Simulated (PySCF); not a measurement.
ClSi, SMILES [Si]Cl (connectivity only; charge and spin as stated), neutral, multiplicity 2.

Geometry: B3LYP-D3(BJ)/def2-TZVPD.

Two levels are set side by side: PBE/def2-TZVPD (PySCF) and M06-2X/def2-TZVPD (PySCF). Same geometry, gas phase. Differences are taken from unrounded values.

| quantity | M06-2X |
|---|---|
| α-spin orbital gap (eV) | 3.73 |
| β-spin orbital gap (eV) | 7.87 |
| dipole moment (D) | 1.09 |

Task: What does PBE give, and how far is it from M06-2X? (An estimate is asked for; the answer gives what the named calculation found.)

Result: 
```tsv
quantity	PBE	PBE minus M06-2X
α-spin orbital gap (eV)	0.24	-3.50
β-spin orbital gap (eV)	4.12	-3.75
dipole moment (D)	0.73	-0.36
```

Rough cost on one machine, each run with all the roots and properties that it gave: M06-2X against PBE about 3 times.
